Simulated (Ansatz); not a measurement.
Results of the Gaussian-basis code of Ansatz.

A structure relaxed at PBE0-D4/def2-TZVP, charge 0, multiplicity 1:

```
atom   x (Å)   y (Å)   z (Å)
  N1   0.648  -1.332   1.332
  C2   0.019  -0.533   0.606
  S3  -1.780  -0.313   0.443
 Si4  -0.334   0.767  -0.623
 Cl5  -0.064   0.436  -2.610
  H6   1.654  -1.229   1.203
  H7  -0.145   2.204  -0.351
```

(1) Give its formula and SMILES.

(2) Summarise the bond lengths by kind.

## Answers

(1) CH2ClNSSi, `N=C1S[SiH]1Cl`.

(2) 1 × C–N 1.250 Å; 1 × H–N 1.020 Å; 1 × C–S 1.820 Å; 1 × C–Si 1.823 Å; 1 × S–Si 2.096 Å; 1 × Cl–Si 2.033 Å; 1 × H–Si 1.474 Å.
